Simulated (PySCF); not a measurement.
**Electronic absorption of C5H7FN2Si**

Compound: C5H7FN2Si.
InChI=1S/C5H7FN2Si/c1-3-2-4(9)7-8-5(3)6/h2H,1,9H3

Method used: TDDFT PBE0/def2-SVPD, vertical, gas phase, core orbitals frozen in the response in PySCF. Isolated species at its GFN2-xTB geometry, gas phase. GFN2-xTB frequencies show an imaginary mode (38i cm⁻¹), so this geometry is no minimum at that level.

```tsv
state	E (eV)	λ (nm)	ν̃ (cm⁻¹)	f	main configurations (H = HOMO, L = LUMO)
S1	3.57	347.1	28810	0.0035	H→L (99%)
S2	4.11	301.5	33160	0.0000	H→L+1 (99%)
S3	5.50	225.3	44380	0.030	H-1→L (74%), H-2→L+1 (16%)
S4	5.67	218.7	45710	0.0000	H-3→L (98%)
S5	6.19	200.3	49920	0.034	H-1→L+1 (48%), H-2→L (24%), H→L+2 (18%)
S6	6.22	199.5	50130	0.0057	H-3→L+1 (96%)
S7	6.27	197.7	50590	0.0073	H→L+2 (78%), H-1→L+1 (13%)
S8	6.65	186.3	53670	0.011	H→L+3 (89%)
```

Triplets, Tamm–Dancoff:

```
state  E (eV)  λ (nm)  main configurations (H = HOMO, L = LUMO)
   T1    2.80   442.9                                 H→L (95%)
   T2    3.75   330.5                               H→L+1 (95%)
   T3    4.17   297.7   H-1→L (52%), H-1→L+1 (22%), H-2→L (21%)
```

The lowest singlet lies at 3.57 eV (347 nm, ultraviolet) and is very weak; its leading configuration is HOMO→LUMO (99%). The strongest level in the table is S5 at 6.19 eV (200 nm, f = 0.034). Löwdin shares by element: HOMO nitrogen 76%, carbon 16% or more; LUMO nitrogen 39%, carbon 37% or more (atoms not listed hold the other 24%). The oscillator strengths of these states sum to 0.092; summed over the whole spectrum of an exact calculation they would give the number of electrons, 74 (Thomas–Reiche–Kuhn). Orbital energies (eV): HOMO-3 -9.00, HOMO-2 -8.94, HOMO-1 -8.23, HOMO -6.96, LUMO -1.69, LUMO+1 -1.19, LUMO+2 0.27. The listed states span 3.08 eV, and the widest gap between neighbours is 1.39 eV (S2 to S3). No computed singlet lies in the visible range (380 to 750 nm); the lowest, at 347 nm, stands 0.31 eV above its violet end (3.26 eV); a Tamm–Dancoff triplet lies at 443 nm, without intensity as long as spin–orbit coupling is left out. The window holds the lowest 8 singlets.
